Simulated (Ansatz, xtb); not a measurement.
Relative energy of two structures of BFGeH2P+

We compare a, a singlet given by its coordinates, with b, a singlet given by its coordinates. Both are isolated ions in the gas phase, relaxed with B3LYP-D3(BJ)/def2-SVP.

a (Å):

```xyz
6

B    -1.9635   -2.5566   -1.7537
F    -2.9410   -2.2084   -2.5298
Ge   -0.3390   -1.1082    1.0576
P    -0.7493   -1.1292   -1.1643
H    -1.7418   -3.6812   -1.4065
H    -1.3299    0.1500   -1.3982
```

Close contacts (Å): B1–F2 1.30, B1–P4 1.96, Ge3–P4 2.26, B1–H5 1.20, P4–H6 1.42.

b (Å):

```xyz
6

B    -0.8845   -0.7440   -0.9387
F    -0.8603   -1.5290    0.1713
Ge    0.2857    0.3333    1.3503
P    -1.0599    1.0749   -0.3631
H    -0.3755    1.9709   -1.2257
H    -0.7798   -1.2121   -2.0310
```

Close contacts (Å): B1–F2 1.36, B1–P4 1.92, Ge3–P4 2.30, B1–H6 1.19, P4–H5 1.42.

Question: Which of the two would you expect CCSD(T)/def2-TZVP electronic energies to favour?

Answer: Too close to call at this level: CCSD(T)/def2-TZVP gives E(b) − E(a) = −0.027 eV.

The same difference at several levels:

```
                level               geometry  E(b) − E(a) (eV)  departure from the last row (eV)  job, with rough time for the two
B3LYP-D3(BJ)/def2-SVP  B3LYP-D3(BJ)/def2-SVP              +0.009                            +0.036             optimisation, 3.1 min
         HF/def2-TZVP  B3LYP-D3(BJ)/def2-SVP              +0.074                            +0.101           part of the CCSD(T) run
        MP2/def2-TZVP  B3LYP-D3(BJ)/def2-SVP              −0.056                            −0.029           part of the CCSD(T) run
    CCSD(T)/def2-TZVP  B3LYP-D3(BJ)/def2-SVP              −0.027                                               single point, 1.8 min
```

The largest departure from CCSD(T)/def2-TZVP is that of HF/def2-TZVP, 0.101 eV. Levels run at GFN2-xTB geometries aren't shown.

With harmonic frequencies from B3LYP-D3(BJ)/def2-SVP (ideal gas, rigid rotor, one conformer each, 298.15 K, 1 atm): on the last row, ΔE + ΔZPE = −0.025 eV. A mode under 50 cm⁻¹ makes harmonic enthalpies and free energies unreliable, so none is given.

The correlated steps freeze 16 core orbitals; the filled d shell of Ge is correlated, in a basis made for valence electrons. Codes used: Ansatz 0.2.0; the last row on 2 threads of Intel(R) Xeon(R) Processor @ 2.50GHz (Skylake/Cascade Lake) on a shared host.
